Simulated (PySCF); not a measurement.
F4H4O2Si, SMILES O->[Si](<-O)(F)(F)(F)F (connectivity only; charge and spin as stated), neutral, multiplicity 1.

Coordinates come from a PBE0-D3(BJ)/def2-SVP optimisation. One conformer was computed; it need not be the lowest.

Two levels are set side by side: PBE/def2-TZVP (PySCF) and HF/def2-TZVP (PySCF). Same geometry, gas phase. Differences are taken from unrounded values.

| quantity | HF |
|---|---|
| orbital gap (eV) | 18.51 |
| highest occupied level (eV) | -15.70 |
| lowest empty level (eV) | 2.81 |
| dipole moment (D) | 4.80 |
| mean polarisability (bohr³) | 30.8 |

What does PBE give, and how far is it from HF? (An estimate is asked for; the answer gives what the named calculation found.)


```
quantity                       PBE  PBE minus HF
---------------------------  -----  ------------
orbital gap (eV)              7.24        -11.27
highest occupied level (eV)  -8.25          7.45
lowest empty level (eV)      -1.01         -3.82
dipole moment (D)             4.59         -0.21
mean polarisability (bohr³)   37.8           7.0
```

PBE's occupied levels lie high since its potential decays too fast outside the molecule; exact exchange lowers them and widens the gap. Loosely held outer electrons make PBE densities more polarisable. Differences between two approximate levels are no errors against the true value.

Rough cost on one machine, each run with all the roots and properties that it gave: HF against PBE about 1/2.
